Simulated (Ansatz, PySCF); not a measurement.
This Ansatz (a program for electronic structure) input computes a B3LYP/def2-TZVPD energy:

Ansatz 0.2 input:
```yaml
crystal:
  periodic: [false, false, false]
  atoms:
    - {symbol: O, position_ang: [0.72648472, -0.37165007, 0.01184410]}
    - {symbol: O, position_ang: [-0.57788575, 0.41299156, -0.01217155]}
    - {symbol: H, position_ang: [-1.18879170, -0.33073200, 0.00261956]}
basis:
  gaussian:
    orbitals: def2-TZVPD
hamiltonian:
  xc: {name: B3LYP}
total_charge: -1
output: {forces: true}
```

Write an input for the same energy in PySCF and say what it gives.


```python
from pyscf import gto, scf, dft

mol = gto.M(
    atom='''
    O     0.72648472   -0.37165007    0.01184410
    O    -0.57788575    0.41299156   -0.01217155
    H    -1.18879170   -0.33073200    0.00261956
    ''',
    basis='def2-tzvpd',
    charge=-1,
    spin=0,
    verbose=4,
)

mf = dft.RKS(mol, xc='b3lyp').density_fit(auxbasis='def2-universal-jkfit')
mf.grids.level = 3
mf.conv_tol = 1e-9
mf.max_cycle = 100
mf.max_memory = 1500
mf.kernel()
if not mf.converged:
    mf = mf.newton()
    mf.kernel(mf.make_rdm1())
mf.analyze()
```
It gives -151.01435 Eh, and Ansatz -151.01432 Eh, a difference of 0.03 mEh, from the treatment of integrals and grids.
